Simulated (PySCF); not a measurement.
Compound: C₇H₉FNP.
Numbering: `[CH3:1][N:2]([CH3:3])[c:4]1[cH:5][cH:6][p:7][c:8]([F:9])[cH:10]1` (hydrogens: H11, H12, H13 on C1; H14, H15, H16 on C3; H17 on C5; H18 on C6; H19 on C10)

Cartesian coordinates in Å at the PBE0-D3(BJ)/def2-SVP level; atoms count from 1:
```
atom  x, y, z in Å
C1    -1.8603   -1.0165    0.6056
N2    -1.0797    0.1245    0.2015
C3    -1.7211    1.4048    0.0439
C4     0.2608   -0.0116   -0.0482
C5     1.0364    1.1033   -0.4498
C6     2.3917    1.0378   -0.7181
P7     3.4486   -0.3448   -0.6393
C8     2.2257   -1.4956   -0.1345
F9     2.6427   -2.7561    0.0511
C10    0.8832   -1.2729    0.0962
H11   -1.8502   -1.8183   -0.1545
H12   -1.5016   -1.4496    1.5561
H13   -2.9024   -0.7088    0.7520
H14   -1.6364    1.7889   -0.9881
H15   -2.7883    1.3046    0.2749
H16   -1.3012    2.1681    0.7230
H17    0.5467    2.0719   -0.5552
H18    2.8763    1.9729   -1.0208
H19    0.3069   -2.1456    0.4057
```

Computed with PySCF at PBE0/pcSseg-1, non-relativistic, on one gas-phase PBE0-D3(BJ)/def2-SVP geometry that isn't relaxed in the solvent. The solvent is an IEF-PCM continuum (van der Waals radii × 1.2). Only the electrostatic response of the medium enters.

```
run  E − E(gas) (kcal/mol)  HOMO (eV)  HOMO–LUMO gap (eV)  dipole (D)
gas                   0.00      -5.80                4.84        5.53
  P                  -5.96      -5.81                4.70        7.73
  Q                  -5.10      -5.79                4.72        7.40
```

Q: The runs were made in acetone and tetrahydrofuran. Which run belongs to which solvent?

A: P = acetone, Q = tetrahydrofuran. The dielectric constants are 7.426 (tetrahydrofuran), 20.49 (acetone), and the energy falls further as ε rises. In this model the ground state sees the solvent through ε alone.

Q: How constant is the ratio of the lowering to (ε − 1)/(2ε + 1)?

A: 
| solvent | (ε − 1)/(2ε + 1) | E − E(gas) (kcal/mol) | ratio (kcal/mol) | polarisation term (kcal/mol) |
| --- | --- | --- | --- | --- |
| tetrahydrofuran | 0.405 | -5.10 | -12.6 | -6.33 |
| acetone | 0.464 | -5.96 | -12.8 | -7.66 |

The ratio changes by +2.0 % in size from tetrahydrofuran to acetone. The polarisation term is half the interaction of the solute with the induced surface charges.
